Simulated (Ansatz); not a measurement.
Calculation: Ansatz (an electronic-structure program) with frozen-core CCSD(T)/def2-TZVPP // PBE0-D4/def2-TZVP.

Ansatz 0.2 input:
```yaml
crystal:
  periodic: [false, false, false]
  atoms:
    - { symbol: N, position_ang: [2.244206, -1.118188, 0.594457] }
    - { symbol: C, position_ang: [1.326286, -0.492114, 0.290368] }
    - { symbol: Si, position_ang: [-0.169967, 0.507851, -0.169407] }
    - { symbol: O, position_ang: [-1.434024, -0.480392, -0.467237] }
    - { symbol: H, position_ang: [0.13116, 1.22678, -1.419512] }
    - { symbol: H, position_ang: [-0.393947, 1.424269, 0.971246] }
    - { symbol: H, position_ang: [-1.735143, -1.078166, 0.2187] }
basis:
  gaussian: { orbitals: def2-TZVPP }
correlation:
  method: ccsd_t
```

Output:

```
Functional definition: HF
1071 factors; integrals over basis functions are off by at most 1.1e-3 eV
mean field evaluation 1: about -12458.2503 eV, gradient 4.4e1 eV
mean field evaluation 2: about -12458.5270 eV, gradient 4.4e1 eV
mean field evaluation 4: about -12462.5883 eV, gradient 4.7e0 eV
mean field evaluation 8: about -12462.6712 eV, gradient 4.2e-1 eV
mean field evaluation 16: about -12458.2496 eV, gradient 4.4e1 eV
mean field -12462.67177096 eV, -457.9947400805 hartree, gradient 1.9e-6 eV, S^2 0.000000; 0 other end points of the search recorded, 0 dependent functions left out
8 core orbitals not correlated
reference -12462.67177096 eV, -457.9947400805 hartree; 11, 11 occupied and 158, 158 virtual orbitals, 1071 factors
second order -18.89167700 eV of doubles, -0.00000000 eV of singles
cycle   1  -18.69478174 eV  change    2.0e-1 eV  update   1.1e-1
cycle   2  -19.25575614 eV  change   -5.6e-1 eV  update   3.3e-2
cycle   3  -19.37850510 eV  change   -1.2e-1 eV  update   1.5e-2
cycle   4  -19.37136951 eV  change    7.1e-3 eV  update   3.7e-3
cycle   5  -19.37351371 eV  change   -2.1e-3 eV  update   1.7e-3
cycle   6  -19.37478534 eV  change   -1.3e-3 eV  update   4.2e-4
cycle   7  -19.37476461 eV  change    2.1e-5 eV  update   1.5e-4
cycle   8  -19.37479528 eV  change   -3.1e-5 eV  update   4.3e-5
cycle   9  -19.37481965 eV  change   -2.4e-5 eV  update   1.6e-5
perturbative correction -0.84393313 eV, -0.0310139705 hartree
Total energy: -12482.89052374 eV, -458.7377655405 hartree
```

Cost: around 60 core-seconds (rough).
